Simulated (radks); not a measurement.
Values are calculated unless marked as measured or tabulated.
All-electron atom: Ba in [Xe] 6s2 (the NIST ground configuration).

Code: a radial shooting solver on a logarithmic mesh with Libxc functionals. Model: non-relativistic Kohn-Sham, PBE, spin-polarised, spherical densities, point nucleus; relativity is left out, which matters for an element this heavy.

Energy parts (hartree):
| part | energy |
|---|---|
| total | -7885.7312 |
| kinetic | 7883.0425 |
| electron-nucleus | -18675.8034 |
| Hartree | 3098.3032 |
| exchange-correlation | -191.2735 |

Orbitals (lengths in bohr, moments of r in powers of bohr; r(max) is where P^2 peaks):
orbital,occ.,eigenvalue (hartree),r(max),<1/r>
1s,2,-1307.051,0.01797,55.47
2s,2,-201.0022,0.09903,12.78
2p,6,-189.6589,0.07732,12.79
3s,2,-42.40377,0.2801,4.710
3p,6,-37.55263,0.2668,4.640
3d,10,-28.52463,0.2160,4.517
4s,2,-8.28252,0.6528,1.970
4p,6,-6.51159,0.6657,1.874
4d,10,-3.43300,0.6934,1.660
5s,2,-1.15404,1.536,0.7658
5p,6,-0.69640,1.694,0.6702
6s,2,-0.11519,4.316,0.2515

The highest occupied level is 6s at -3.134 eV. The density falls to 0.001 e/bohr^3 at r = 5.59 bohr. Summed over all electrons, <r^2> = 101.2 bohr^2, which gives a Langevin (diamagnetic) susceptibility term of -80.2 x 10^-6 cm^3/mol. Virial ratio -V/T = 2.00034. The electron density at the nucleus is 1.243e+05 e/bohr^3.
